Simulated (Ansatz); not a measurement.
`CC(S)BO` + `C=COCO` → `OBOCO` + `C=CC(C)S`  (formal exchange of groups at a B–C bond)

Isolated molecules relaxed with PBE0-D4/def2-TZVP in Ansatz; ΔE leaves out vibrations. CBS: MP2 limit from def2 TZ/QZ plus the TZ coupled-cluster correction, frozen cores. DFT in def2-TZVPP. Each species was taken in one conformer, which may not be the lowest.

```csv
level,ΔE (kJ/mol)
r2SCAN-D4,-149.4
ωB97X-V,-153.6
SCS-MP2/def2-TZVPP,-164.2
HF/def2-QZVPP,-169.9
```

(1) What does CCSD(T)/CBS give? (Estimate.)

Largest T1 diagnostic among the species: 0.013.

Answers

(1) Ansatz gave: -160.7 kJ/mol. The listed levels differ from it by 11.3, 7.1, -3.5, -9.2 kJ/mol.

From PBE to PBE0 (25 % exact exchange), in def2-TZVPP and without D4, ΔE moves by −6.9 kJ/mol. In def2-TZVPP, CCSD(T) changes the Hartree–Fock value by +10.0 kJ/mol (the triples alone add +2.5 kJ/mol) and MP2 by +5.2 kJ/mol.
